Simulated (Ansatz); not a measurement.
Reaction (homolysis of the I–Sb bond): `[SbH2][I]` → I• + `[SbH2]`•

Isolated molecules relaxed with PBE0-D4/def2-TZVP in Ansatz; ΔE leaves out vibrations. CCSD(T)/CBS is the MP2 limit (def2-TZVPP, def2-QZVPP) plus CCSD(T) − MP2 in def2-TZVPP, frozen cores. DFT in def2-TZVPP. B3LYP here is the variant with VWN-RPA as its local correlation; programs differ in this. No spin–orbit coupling; open shells (•) take unrestricted orbitals. Spin–orbit coupling would lower the free atoms: strongly for I. def2 core potentials past Kr. For I, Sb outer-core shells are correlated without core-valence functions, so the limit isn't a true one: a few kJ/mol of doubt a bond, and 10 to 20 or more in all where bonds break to atoms.

`[SbH2][I]`:

Cartesian coordinates in Å:
```
Sb 0.149 0.783 0.333
I -1.789 -0.355 -1.206
H 0.206 -0.523 1.438
H 1.433 0.095 -0.564
```

`[SbH2]`•:

```xyz
3

Sb   -0.625   -0.495   -0.115
H     0.137    0.190    1.256
H     0.487    0.305   -1.141
```

```
        level  ΔE (eV)  difference from CCSD(T)/CBS
    r2SCAN-D4     2.47                        -0.20
       B97M-V     2.47                        -0.20
     B3LYP-D4     2.44                        -0.23
       B2PLYP     2.39                        -0.28
       r2SCAN     2.46                        -0.21
         PBE0     2.48                        -0.19
      r2SCANh     2.42                        -0.25
      r2SCAN0     2.36                        -0.31
 MP2/def2-SVP     2.18                        -0.49
CCSD/def2-SVP     2.00                        -0.67
  CCSD(T)/CBS     2.67                            0
```

Largest T1 diagnostic among the species: 0.014.

The D4 term adds +0.11 eV with B3LYP and +0.06 eV with PBE0; it sums over pairs of atoms, weighted by their polarisabilities, and B3LYP, whose exchange is more repulsive, gets the larger term. At CCSD(T), def2-SVP lies −0.60 eV from the extrapolated value and def2-TZVPP −0.33 eV: correlation converges slowly with the basis, and small sets miss more of it in the bonded molecule than in its fragments.

CCSD(T)/CBS has its own doubt, a few kJ/mol and more with outer-core shells, so smaller differences from it don't rank the levels.
